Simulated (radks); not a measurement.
The numbers below are computed, except where a source is named.
Excited configurations of Se+: one electron is placed in a higher orbital outside [Ar] 3d10 4s2 4p2. The ground configuration is [Ar] 3d10 4s2 4p3. Level of theory: Dirac Kohn-Sham, PBE, spin-unpolarised, spherical densities, point nucleus; open shells are shared between the two j in proportion to 2j + 1 (a radial shooting solver on a logarithmic mesh with Libxc functionals). Excitation = E - E(ground); binding = E(ion) - E, where the ion is the core of charge +2; n* = 2/sqrt(2 binding) in atomic units, and the quantum defect is n - n*. Eigenvalue and <r> are those of j = l + 1/2.

\begin{tabular}{lrrrrr}
outer orbital & excitation (eV) & binding (eV) & quantum defect & eigenvalue (eV) & <r> (bohr) \\ \hline
4d & 12.591 & 7.762 & 1.352 & -4.974 & 3.873 \\
4f & 16.813 & 3.540 & 0.079 & -2.492 & 8.539 \\
5s & 11.050 & 9.303 & 2.581 & -7.146 & 4.577 \\
5d & 16.096 & 4.257 & 1.425 & -3.214 & 8.517 \\
6s & 15.540 & 4.813 & 2.637 & -3.811 & 8.833 \\
6p & 16.417 & 3.937 & 2.282 & -3.078 & 10.38 \\
\end{tabular}

The Delta-SCF ionisation energy is 20.353 eV (NIST Atomic Spectra Database: 21.20 eV, measured). Self-interaction in the functional shifts the binding energies and quantum defects, so they are the method's values and not measured ones. Spin polarisation and multiplet splitting are left out, so open shells lie too high by an amount that depends on their filling. Sharing an open shell by 2j + 1 raises it above the true ground level by a part of the spin-orbit splitting, which enters the differences from NIST.

Beside tabulated values, note that spin-unpolarised runs miss the spin-polarisation part of the exchange energy of open shells.
